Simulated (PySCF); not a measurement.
**Dipole response of B (boron, neutral)**

[He] 2s2 2p1, 2P determinant. Computed with PySCF 2.14 in dyall-acv3z (15s9p4d2f, 76 functions), with the non-relativistic Hamiltonian (point nucleus). Coupled (time-dependent) response in atomic units; α is the mean over directions.

```csv
method,mean α (bohr³),"α xx, yy, zz",C₆ (like pair),S(−4)
UHF,22.17,"20.48, 25.57, 20.48",105.9,426.7
PBE,23.65,"20.71, 29.53, 20.71",116.3,398.2
PBE0,22.54,"20.13, 27.36, 20.13",109.8,339.7
wB97X-V,21.96,"19.98, 25.92, 19.98",107.0,303.4
PBEsol,23.93,"20.90, 29.98, 20.90",118.5,405.1
```

S(−4) is the Cauchy moment in α(ω) = α(0) + S(−4) ω² + …

Reference α: 20.5 ± 0.1 bohr³ (recommended; Schwerdtfeger and Nagle, table of static dipole polarizabilities (2023 update)). Published C₆: 99.50 (Chu and Dalgarno (2004); Tang, Norbeck and Certain (1976)).

α(iu) at PBE:

```
u (hartree)  α(iu) (bohr³)
          0          23.65
     0.0500          22.71
      0.100          20.45
      0.200          15.12
      0.300          10.88
      0.500          6.024
      0.750          3.365
       1.00          2.132
       1.50          1.077
       2.00         0.6514
       3.00         0.3173
       5.00         0.1285
```

A single London oscillator, α(iu) = α/(1 + u²/ω²), gives C₆ = (3/4) ω α². Matching the computed C₆ needs ω = 4 × 116.3 / (3 × 23.65²) = 0.277 hartree.

The components differ because the open shell of this determinant is not spherical; for a pure term their mean is the scalar polarisability.
